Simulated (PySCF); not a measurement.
Ge(H)3(SMe) (CH6GeS), SMILES C[S][GeH3]. Geometry optimised at PBE-D3(BJ)/def2-SVP.

These are PBE-D3(BJ)/def2-SVP run with PySCF values and carry that method's errors.

Harmonic wavenumbers (cm⁻¹): 99, 140, 159, 391, 543, 543, 695, 797, 827, 858, 929, 944, 1284, 1396, 1405, 2057, 2061, 2107, 2972, 3074, 3089. Rotational constants (GHz): 13.05, 2.711, 2.347; symmetry number 1.

Q: Work out the zero-point energy and the ideal-gas rigid-rotor harmonic-oscillator thermochemistry at 298.15 K and 1 atm.

A: ZPE = ½ Σ hcν = ½ × 26373 cm⁻¹ = 37.70 kcal/mol. H − E(el) = 42.07 kcal/mol. Entropy in cal/(mol K): translation 40.33, rotation 25.76, vibration 12.12, total 78.21. G − E(el) = 18.75 kcal/mol. Cp = 21.46 cal/(mol K). Modes under 150 cm⁻¹ make the vibrational entropy uncertain.
